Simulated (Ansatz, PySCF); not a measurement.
Ways to break one bond of CC[SiH3]:

A. CC[SiH3] [ethylsilane] -> CC[SiH2] + H atom
B. CC[SiH3] [ethylsilane] -> [CH2]C + [SiH3] (SiH3)
C. CC[SiH3] -> [CH2]C[SiH3] + H atom
D. CC[SiH3] [ethylsilane] → [CH3] (CH3) + [CH2][SiH3]
E. CC[SiH3] → C[CH][SiH3] + H atom

Quantity: bond dissociation energy (enthalpy at 298 K, with B3LYP-D3(BJ) rigid-rotor harmonic-oscillator terms from PySCF), kcal/mol. Geometries: B3LYP-D3(BJ)/def2-TZVP minima from Ansatz (a program for electronic structure), one conformer each, not searched for the lowest. Cores are frozen in the correlated levels unless marked. Open shells are spin-unrestricted. No spin-orbit coupling. No relativistic terms. Basis-set limits of correlation are two-point, X^-3; Hartree-Fock from the larger set. [CCSD(T)-MP2]/basis is that difference in the basis named.

```
   B3LYP/def2-TZVPD (Ansatz)  RPA@PBE/cc-pV(T+d)Z (Ansatz)  CCSD(T)/cc-pV(T+d)Z (Ansatz)  RI-MP2/CBS(cc-pV(T+d)Z,cc-pV(Q+d)Z)+[CCSD(T)-MP2]/cc-pV(T+d)Z (Ansatz)
-  -------------------------  ----------------------------  ----------------------------  ----------------------------------------------------------------------
A                       90.8                          90.0                          91.2                                                                    93.2
B                       76.7                          80.3                          82.5                                                                    85.1
C                       95.9                          97.5                          98.1                                                                    99.5
D                       79.3                          83.4                          84.9                                                                    86.8
E                       93.5                          95.5                          96.3                                                                    97.7
```
